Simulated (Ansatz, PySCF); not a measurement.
Gas-phase reaction (SMILES): BrBBr + 2 [H][H] (H2) → B (BH3) + 2 Br (HBr); energy of full hydrogenation.

Each molecule is optimised on its own at B3LYP-D3(BJ)/def2-TZVP (Ansatz, a program for electronic structure). Valence correlation only, unless marked. No spin-orbit coupling. Frozen are the shells of the preceding noble gas and the d and f shells that filled before the atom's block. No relativistic terms. CBS marks a two-point X^-3 extrapolation of the correlation energy; Hartree-Fock from the larger set. Thermal terms are rigid-rotor harmonic-oscillator values from B3LYP-D3(BJ) frequencies (Ansatz or PySCF) at 298.15 K and 1 atm. 1 Eh = 627.5095 kcal/mol.

```json
[
 {"species": "BrBBr", "E, CCSD(T)/CBS(aug-cc-pVTZ,aug-cc-pVQZ) (Ansatz) (Eh)": "-5170.81651", "E, B3LYP-D3(BJ)/def2-TZVPD (Ansatz + dftd3) (Eh)": "-5173.89682", "H - E (Eh)": "0.01851", "G - E (Eh)": "-0.01457"},
 {"species": "[H][H] (H2)", "E, CCSD(T)/CBS(aug-cc-pVTZ,aug-cc-pVQZ) (Ansatz) (Eh)": "-1.17444", "E, B3LYP-D3(BJ)/def2-TZVPD (Ansatz + dftd3) (Eh)": "-1.17983", "H - E (Eh)": "0.01336", "G - E (Eh)": "-0.00144"},
 {"species": "B (BH3)", "E, CCSD(T)/CBS(aug-cc-pVTZ,aug-cc-pVQZ) (Ansatz) (Eh)": "-26.54880", "E, B3LYP-D3(BJ)/def2-TZVPD (Ansatz + dftd3) (Eh)": "-26.62529", "H - E (Eh)": "0.03008", "G - E (Eh)": "0.00872"},
 {"species": "Br (HBr)", "E, CCSD(T)/CBS(aug-cc-pVTZ,aug-cc-pVQZ) (Ansatz) (Eh)": "-2573.28283", "E, B3LYP-D3(BJ)/def2-TZVPD (Ansatz + dftd3) (Eh)": "-2574.79060", "H - E (Eh)": "0.00927", "G - E (Eh)": "-0.01328"}
]
```

Question: Work out ΔE and ΔH, ΔG, ΔS and the equilibrium constant at 298.15 K at the first level, then ΔH at the second.

Answer: 
1. ΔE = [(-26.54880) + 2×(-2573.28283)] - [(-5170.81651) + 2×(-1.17444)] = 0.05093 Eh = 32.0 kcal/mol at CCSD(T)/CBS(aug-cc-pVTZ,aug-cc-pVQZ).
2. The terms H - E add up to 0.00339 Eh, so ΔH = (0.05093 + (0.00339))×627.5095 = 34.1 kcal/mol.
3. The terms G - E add up to -0.00039 Eh, so ΔG = 31.7 kcal/mol, and ΔS = (0.00339 - (-0.00039))×627509.5/298.15 = 8.0 cal/(mol K).
4. log10 K = -ΔG/(RT ln 10) = -23.2, with RT ln 10 = 1.3642 kcal/mol.
5. At B3LYP-D3(BJ)/def2-TZVPD the same steps give ΔE = 31.4 and ΔH = 33.5 kcal/mol, a shift of -0.6 from the first level.
6. These values are not checked against measurement here, since the tables used lack a sound gas-phase enthalpy of formation for at least one species.
